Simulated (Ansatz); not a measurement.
BiF3 (SMILES [F][Bi]([F])[F]) moved off its minimum; all values from Ansatz (an electronic-structure program), cores frozen in correlated methods. Elements past Kr take the def2 small-core potentials, without spin–orbit coupling.
(charge 0, multiplicity 1)
```xyz
4

Bi    -0.0129     0.0000     0.2408
F     -1.3416    -1.0126    -0.7980
F     -0.1918     1.6921    -0.7797
F      1.5644    -0.6439    -0.8314
```

Problem. Give the forces (eV/Å), the total energy and the dipole at CCSD(T)/def2-TZVPPD.

Solution. 
```
atom      Fx      Fy      Fz
----  ------  ------  ------
Bi1    0.821   0.005   0.285
F2    -0.456  -0.301  -0.370
F3    -0.081   0.205  -0.134
F4    -0.284   0.092   0.219
```
Energy -512.9949 hartree, dipole 5.07 D.
